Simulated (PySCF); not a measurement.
Positional isomers: silole hydroxy. Isolated molecules, 0 K electronic values unless said otherwise. One relaxed conformer stands for each flexible species; it need not be the lowest. Strings in code marks are SMILES.

Calculation: PBE0-D4/def2-TZVP (PySCF). Delta-SCF ions had no search for a lower state. 

| species | vertical ionisation energy (Delta-SCF) (eV) | HOMO–LUMO gap (eV) |
|---|---|---|
| `C1C=C(O)[SiH2]C=1` (H–O–C–Si torsion 0°) | 8.02 | 4.82 |
| `C1C(O)=C[SiH2]C=1` (H–O–C–C torsion 0°) | 8.43 | 5.23 |
| `C1[SiH](O)C=CC=1` (H–O–Si–C torsion 54°) | 8.84 | 5.08 |
